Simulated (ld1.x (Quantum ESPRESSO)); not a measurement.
# krypton: variants of one TM potential

Base potential:

* Element: Kr (Z = 36)
* Generator: ld1.x (Quantum ESPRESSO) 7.5
* Type: norm-conserving Troullier–Martins (Kleinman–Bylander form)
* Functional: PBEsol
* Relativity: scalar-relativistic
* Frozen core: [Ar]
* Valence charge: 18
* Reference configuration: 3d10 4s2 4p4 (charge +2)
* Partial waves: 4s (bound): rc 1.30 bohr; 4p (bound): rc 1.50 bohr; 3d (bound): rc 0.80 bohr; 4f channel at 0.2 Ry: rc 1.60 bohr
* Local potential: all-electron potential smoothed inside 0.75 bohr (lloc = -2)
* Core correction: none

All-electron outer shells of the reference configuration (PBEsol, scalar-relativistic, ld1.x):

```tsv
shell	level (eV)	outermost node (bohr)	outermost maximum (bohr)
3p	-220.41	0.20	0.46
3d	-106.82	–	0.41
4s	-46.09	0.64	1.32
4p	-30.99	0.67	1.48
```

Cutoffs, loose and tight: the cutoffs (Ry, on a coarse ladder) from which the occupation-weighted sum of valence levels, in a spherical-Bessel basis at the reference potential, stays within 10 and 1 mRy of its value at 400 Ry. They do not see the model core or the augmentation charge, which bear on the density cutoff. Test errors are all-electron minus pseudo excitation energies from the reference, over the configurations 3d10 4s2 4p6; 3d10 4s2 4p5; 3d10 4s2 4p3; 3d10 4s2 4p5.5; 3d10 4s1 4p6; 3d9 4s2 4p6; 3d10 4s2 4p2. A dash means not determined; rows that change the core or the reference have their own tests.

A true bound ghost makes a file unfit for plane-wave use even where its test errors are small: the radial tests pick states by their node count and pass the ghost by.

```tsv
change	outcome	cutoff, loose	cutoff, tight	bound ghosts	largest test error (meV)
base	generated	over 300 Ry	over 300 Ry	s	-985
wave 4s (bound): rc 1.30 bohr becomes 4s (bound): rc 0.88 bohr	generated	over 300 Ry	over 300 Ry	s	-1410
wave 4s (bound): rc 1.30 bohr becomes 4s (bound): rc 1.10 bohr	generated	over 300 Ry	over 300 Ry	s	-1067
wave 4s (bound): rc 1.30 bohr becomes 4s (bound): rc 1.16 bohr	generated	over 300 Ry	over 300 Ry	s	-1023
wave 4s (bound): rc 1.30 bohr becomes 4s (bound): rc 1.38 bohr	generated	over 300 Ry	over 300 Ry	s	-984
wave 4s (bound): rc 1.30 bohr becomes 4s (bound): rc 1.52 bohr	generated	over 300 Ry	over 300 Ry	s	-995
wave 4s (bound): rc 1.30 bohr becomes 4s (bound): rc 1.78 bohr	generated	over 300 Ry	over 300 Ry	s	-1037
wave 4s (bound): rc 1.30 bohr becomes 4s (bound): rc 1.94 bohr	generated	over 300 Ry	over 300 Ry	s	-1084
```

Reading the sweep of the s radius (base included, trends over the rows without a ghost): Bound ghosts are found at 0.88, 1.1, 1.16, 1.3, 1.38, 1.52, 1.78, 1.94 bohr. Every judged row has one, so this setting neither creates nor removes them.
